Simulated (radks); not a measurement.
Spin polarisation of the 6p2 shell in the bismuth ion Bi+. Start: [Hg] 6p(up 1, down 1); electrons of 6p are moved from spin down to spin up, other shells keep equal spins. All-electron calculation, scalar-relativistic Kohn-Sham, PBE, spin-polarised, spherical densities, point nucleus. Program: a radial shooting solver on a logarithmic mesh with Libxc functionals.

moment (Bohr magnetons)  E - E(0) (eV)  e(6p up) (eV)  e(6p down) (eV)  6s down minus up (eV)  5d down minus up (eV)
0                                0.000        -11.439          -11.439                  0.000                  0.000
0.5                             -0.045        -11.613          -11.249                  0.313                  0.064
1                               -0.182        -11.770          -11.044                  0.627                  0.128
1.5                             -0.408        -11.911          -10.823                  0.941                  0.194
2                               -0.726        -12.036          -10.572                  1.254                  0.261

At moment 2 the spin-polarisation energy is -0.726 eV and the 6p exchange splitting 1.464 eV, that is 0.732 eV per Bohr magneton; E = -I m^2/4 would give I = 0.726 eV.
